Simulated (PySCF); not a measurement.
B3LYP has the VWN-RPA correlation part, as in Gaussian. 

Cartesian coordinates (Å):
```xyz
5

C     -0.6586    -0.0776    -0.0147
Si     0.9689    -0.5433     0.2046
H     -0.8989     0.9303    -0.3404
H     -1.5004    -0.7353     0.1524
H      2.0896     0.4139    -0.0433
```
Charge 0, spin multiplicity 2.

Problem. Give the dipole moment, total energy and highest occupied spin orbital at the level B3LYP-D3(BJ)/def2-TZVP (PySCF 2.14.0).

Solution. 
| Item | Value |
|---|---|
| dipole moment | 0.139 e·Å |
| total energy | -329.3432 Ha |
| highest occupied spin orbital | -6.41 eV |
